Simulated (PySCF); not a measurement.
Al(F)2(SeH) (AlF2HSe), SMILES [F][Al]([F])[SeH].

The structure is a stationary point at r2SCAN-D4/def2-SVP. The values are those of a single conformer.

Computed with PySCF with r2SCAN-D4/def2-SVP.

Frequencies are harmonic and unscaled.

```tsv
mode	ν (cm⁻¹)	IR (km/mol)	Raman (Å⁴/amu)	depolarisation	moving atoms (share of kinetic energy)
1	139	8.0	0.9	0.74	F 66 %, Al 21 %, Se 10 %
2	205	23.3	1.3	0.47	F 77 %, Se 23 %
3	242	62.3	3.2	0.75	H 42 %, Al 39 %, F 16 %
4	244	10.7	4.0	0.75	H 54 %, Al 33 %, F 14 %
5	395	45.7	10.1	0.12	Al 43 %, F 35 %, Se 21 %
6	589	1.7	7.3	0.74	H 94 %
7	813	152.1	1.3	0.13	F 61 %, Al 38 %
8	959	107.2	0.2	0.67	Al 52 %, F 47 %
9	2433	2.3	135.0	0.29	H 99 %
```
